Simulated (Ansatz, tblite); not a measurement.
Isomers of B$_{7}$N$_{6}$⁺ (singlet), found by a short tight-binding search and relaxed with PBE-D4/def2-SVP in Ansatz.

The xTB rows come from tblite.

Run but left out: HF/STO-3G (B: restricted singlet, unstable in another Hartree–Fock run and untested here); HF/def2-SVP, MP2/def2-SVP, CCSD/def2-SVP, CCSD(T)/def2-SVP (flagged by the program: large difference); HF/STO-3G (C: restricted singlet, unstable in another Hartree–Fock run and untested here); HF/def2-SVP, MP2/def2-SVP, CCSD/def2-SVP, CCSD(T)/def2-SVP (flagged by the program: other roots).

B: The restricted singlet is unstable towards broken spin symmetry in Hartree–Fock (as tested in another run); at PBE-D4/def2-SVP, PBE-D4/def2-TZVP, r2SCAN-D4/def2-TZVP, r2SCANh-D4/def2-TZVP and others this wasn't settled. C: The restricted singlet is unstable towards broken spin symmetry in Hartree–Fock (as tested in another run); at PBE-D4/def2-SVP, PBE-D4/def2-TZVP, r2SCAN-D4/def2-TZVP, r2SCANh-D4/def2-TZVP and others this wasn't settled.

Other spin states weren't relaxed.

A:

Cartesian coordinates in Å:
```
B -0.558 -0.388 -1.110
B 1.292 1.620 -0.449
B -1.912 -1.779 -1.916
B 2.098 2.125 1.384
B 0.901 0.547 2.120
B -1.758 -2.054 -0.017
B 0.060 -0.123 0.809
N -2.452 -2.632 -0.991
N 2.144 2.488 0.095
N -0.856 -1.085 0.345
N -1.118 -0.757 -2.303
N 0.403 0.587 -0.487
N 1.756 1.452 2.520
```

B:

Cartesian coordinates in Å:
```
B -0.3519 2.2236 1.6045
B -1.1619 -0.9965 -1.2075
B 3.0590 -3.3706 -1.5190
B -2.3643 0.0495 -0.8638
B -2.3692 1.9154 0.5745
B 1.3977 -1.4682 -0.6038
B 1.4129 0.6157 1.0469
N 0.0290 -1.4206 -1.0809
N 2.3710 -2.4296 -1.0187
N -1.6169 2.6115 1.4065
N 1.6887 -0.4542 0.3228
N -2.9446 1.0638 -0.3076
N 0.8504 1.6602 1.6461
```

C:

```xyz
13

B     0.7783   -2.4534    0.5312
B     1.5529   -4.9111    1.0360
B     2.3809   -7.3481    1.5652
B    -1.5687    4.9027   -1.0517
B    -0.0004    0.0031    0.0151
B    -0.7814    2.4564   -0.5125
B    -2.3068    7.3712   -1.5680
N    -0.3921    1.2343   -0.2470
N     1.9376   -6.1776    1.2856
N     0.3896   -1.2289    0.2763
N    -1.9862    6.1510   -1.3378
N     1.1721   -3.6950    0.7894
N    -1.1760    3.6954   -0.7816
```

D:

```xyz
13

B     1.035   -1.228   -2.288
B    -1.402    1.464    1.588
B     1.790   -1.416    1.457
B    -1.928    1.630   -0.775
B     0.298    0.074    2.622
B    -0.831    0.415   -2.544
B     1.874   -1.814   -1.008
N     0.140   -0.496   -2.837
N     1.289   -0.829    2.505
N    -1.692    1.254   -2.047
N    -2.043    1.900    0.507
N    -0.685    0.949    2.583
N     2.154   -1.902    0.237
```

Estimate their order by electronic energy at PBE0-D4/def2-TZVP, counted from the lowest.

D (0.0) < A (40.1) < C (130.4) < B (137.7), in kcal/mol.

Do the other levels pick the same lowest one?

All that were run do. Energies above each level's lowest (kcal/mol):

```json
{"level": "GFN1-xTB", "A": "62.8", "B": "78.3", "C": "69.7", "D": "0.0"}
{"level": "GFN2-xTB", "A": "78.6", "B": "85.7", "C": "63.6", "D": "0.0"}
{"level": "PBE-D4/def2-SVP", "A": "39.2", "B": "114.0", "C": "99.9", "D": "0.0"}
{"level": "PBE-D4/def2-TZVP", "A": "43.1", "B": "115.5", "C": "103.1", "D": "0.0"}
{"level": "r2SCAN-D4/def2-TZVP", "A": "44.2", "B": "125.1", "C": "111.0", "D": "0.0"}
{"level": "r2SCANh-D4/def2-TZVP", "A": "43.1", "B": "132.7", "C": "120.5", "D": "0.0"}
{"level": "PBE0-D4/def2-SVP", "A": "36.7", "B": "136.0", "C": "126.6", "D": "0.0"}
{"level": "PBE0-D4/def2-TZVP", "A": "40.1", "B": "137.7", "C": "130.4", "D": "0.0"}
```
Point groups (tolerance 0.1 Å): A Cs, B not assigned, C not assigned, D C2v. Lower isomers may exist. From def2-SVP to def2-TZVP the PBE0 values move by up to 3.9 kcal/mol, so results in the small set are rough.
